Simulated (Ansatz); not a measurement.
Ansatz results at the PBE0-D4/def2-TZVP geometry: size of the dipole moment (B3LYP/def2-TZVPP) 1.14 D; ideal-gas entropy at 298 K and 1 bar (rigid rotor, harmonic PBE0-D4/def2-TZVP) 338 J/(mol·K); zero-point energy (PBE0-D4/def2-TZVP) 153.8 kJ/mol.

Task: Which molecule gave them?
A. `[OH][Sn]([OH])[Cl]`•
B. `F[C](Cl)Cl`•
C. `[CH3][GeH][SiH3]`•
D. `[CH2][Te]C`•

Result: D. The others give `F[C](Cl)Cl`•: 0.45, 298, 23.2; `[CH3][GeH][SiH3]`•: 0.84, 348, 178.7; `[OH][Sn]([OH])[Cl]`•: 2.44, 359, 70.2.

B3LYP here is the variant with VWN-RPA as its local correlation; programs differ in this.
